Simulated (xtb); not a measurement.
PbClBr, SMILES [Cl][Pb][Br] (connectivity only; charge and spin as stated), neutral, multiplicity 1. All values are semi-empirical tight-binding results from xtb (GFN2-xTB unless named), good for trends rather than for accurate numbers. Geometry optimised at GFN2-xTB.

For metal compounds this method's bond lengths and energies can be far off.

```
Item                                            Value
-------------------------------------  --------------
point group as xtb finds it                        Cs
orbital gap                                   2.69 eV
zero-point energy                        0.8 kcal/mol
G − E(el) at 298.15 K (modified RRHO)  -19.6 kcal/mol
```
